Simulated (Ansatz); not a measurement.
Correlation energies of C₄H₆AlFO₂, SMILES `[CH3][Al-]1([F])[O]C=CC=[O+]1` by basis set

```xyz
14

C    -0.7073    2.1113    1.2250
Al    0.1718    1.0934   -0.1666
F     1.0192    1.8683   -1.3665
O     1.2928   -0.2039    0.4909
C     1.2703   -1.4282    0.1692
C     0.3232   -2.0350   -0.6464
C    -0.7410   -1.3186   -1.1802
O    -0.9546   -0.0814   -1.0170
H    -1.4608    2.7872    0.8096
H    -1.2122    1.4668    1.9505
H     0.0052    2.7300    1.7785
H     2.0693   -2.0452    0.5921
H     0.4024   -3.0931   -0.8506
H    -1.4782   -1.8517   -1.7886
```

Charge 0, multiplicity 1. All single points use the PBE0-D4/def2-TZVP geometry. Frozen core, restricted reference, Ansatz 0.2.0.

```tsv
basis	HF (Eh)	MP2 corr.
def2-SVP	-645.84202	-1.12993
def2-TZVPP	-646.41085	-1.42560
def2-QZVPP	-646.43725	-1.53519
```

Estimate the CCSD correlation energy and the (T) correction in each basis where they were run (hartree).


```json
{"basis": "def2-SVP", "CCSD corr.": "-1.17637", "(T)": "-0.03600"}
```
